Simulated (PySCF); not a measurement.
Computed with PySCF 2.14.0 with B3LYP-D3(BJ)/def2-TZVP // PBE-D3(BJ)/def2-SVP. All species are isolated molecules in the gas phase. One relaxed conformer stands for a flexible species; it need not be the lowest. B3LYP has the VWN-RPA correlation part, as in Gaussian. 

Reference species: [Ni(H2O)2(NH3)4]2+ (near-degenerate singlet) (charge +2, multiplicity 1).

The coordination number is 4 and the charge on the central atom (Mulliken) is 0.42 e.

Changed species: [Ni(H2O)(NH3)5]2+ (singlet; the order of the spin states depends on the level) (5 of 6 H2O replaced by NH3, multiplicity 1; the reference has 4 of 6 H2O replaced by NH3, multiplicity 1).

### Question
Give the shifts of the coordination number and charge on the central atom (Mulliken).

### Answer
the coordination number is nearly the same; the charge on the central atom (Mulliken) hardly moves.
